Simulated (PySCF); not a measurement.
# Magnetisability: SMILES C#CC(=O)C(Cl)=C=S, C5HClOS

Cartesian coordinates in Å; atom numbers follow the order of the lines, from 1:
```xyz
9

C    -2.529    0.346   -0.124
C    -1.414   -0.051    0.081
C    -0.119   -0.597    0.374
O     0.049   -1.617    1.004
C     0.986    0.218   -0.175
Cl    0.580    1.667   -1.065
C     2.251   -0.105   -0.020
S     3.705   -0.566    0.216
H    -3.495    0.711   -0.315
```

Method used: PySCF 2.14.0, GIAO KT3/pcSseg-1 magnetisability, rotational g tensor and spin-rotation constants, non-relativistic, gas phase. Geometry: GFN2-xTB.

Problem. What are the magnetisability and the molar susceptibility?

Solution. Isotropic -1127 × 10⁻³⁰ J/T², or -67.8 × 10⁻⁶ cm³/mol; principal values -1210, -1146, -1025 × 10⁻³⁰ J/T², anisotropy 163 × 10⁻³⁰ J/T² (root of half the summed squared differences of the principal values). The susceptibility is in cgs units.

Problem. Split it along the inertial axes a, b, c into diamagnetic and paramagnetic parts about the centre of mass, with the quadrupole moment.

Solution. 
```csv
axis,χ (10⁻⁶ cm³/mol),diamagnetic (10⁻⁶ cm³/mol),paramagnetic (10⁻⁶ cm³/mol),summed x² of all electrons (Å²),quadrupole Θ (D Å)
a,-63.0,-532.6,469.6,286.6,+19.60
b,-67.7,-1268.0,1200.3,113.2,-13.49
c,-72.8,-1696.3,1623.5,12.3,-6.11
```
Anisotropies 2χaa − χbb − χcc = +14.7 and 2χbb − χaa − χcc = +0.3 × 10⁻⁶ cm³/mol. Θ is traceless in Buckingham's convention.

Problem. And the rotational g tensor?

Solution. 
| axis | rotational constant (GHz) | g | nuclear part | electronic part |
| --- | --- | --- | --- | --- |
| a | 2.4911 | -0.0534 | 0.4962 | -0.5496 |
| b | 0.9420 | -0.0095 | 0.5217 | -0.5312 |
| c | 0.6835 | -0.0066 | 0.5147 | -0.5213 |

Asymmetric top; isotopes 12C, 35Cl, 1H, 16O, 32S; no vibrational averaging.
